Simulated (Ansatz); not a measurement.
BrH₂InOS (`[OH][In]([SH])[Br]`), relaxed with RKS PBE0-D4/def2-TZVP in Ansatz from a GFN2-xTB geometry. The force threshold is 0.005 eV/Å; the program also tests the step.

Charge 0, multiplicity 1. In: def2 effective core potential.

Start:

```xyz
6

O    -1.380   -0.122    0.602
In    0.278    0.386   -0.299
S     1.908   -1.366   -0.119
Br    0.278    2.637   -1.363
H    -2.098    0.509    0.592
H     1.014   -2.044    0.588
```

```json
{"step": "1", "energy (eV)": "-88125.5531", "largest force (eV/Å)": "0.594", "largest move (Å)": "0.000"}
{"step": "2", "energy (eV)": "-88125.5781", "largest force (eV/Å)": "0.520", "largest move (Å)": "0.196"}
{"step": "3", "energy (eV)": "-88125.5825", "largest force (eV/Å)": "0.509", "largest move (Å)": "0.153"}
{"step": "4", "energy (eV)": "-88125.6186", "largest force (eV/Å)": "0.116", "largest move (Å)": "0.099"}
{"step": "5", "energy (eV)": "-88125.6203", "largest force (eV/Å)": "0.068", "largest move (Å)": "0.017"}
{"step": "6", "energy (eV)": "-88125.6208", "largest force (eV/Å)": "0.040", "largest move (Å)": "0.040"}
{"step": "7", "energy (eV)": "-88125.6212", "largest force (eV/Å)": "0.016", "largest move (Å)": "0.016"}
{"step": "8", "energy (eV)": "-88125.6212", "largest force (eV/Å)": "0.010", "largest move (Å)": "0.004"}
{"step": "9", "energy (eV)": "-88125.6212", "largest force (eV/Å)": "0.002", "largest move (Å)": "0.003"}
```

End:

```xyz
6

O    -1.530   -0.091    0.651
In    0.184    0.325   -0.229
S     1.936   -1.246   -0.175
Br    0.381    2.503   -1.347
H    -2.166    0.624    0.564
H     1.194   -2.115    0.535
```

Run time 17 s (2 threads of an AMD EPYC 7R13 on a shared host and a share of an NVIDIA H100 80 GB); peak host memory 0.91 GiB.
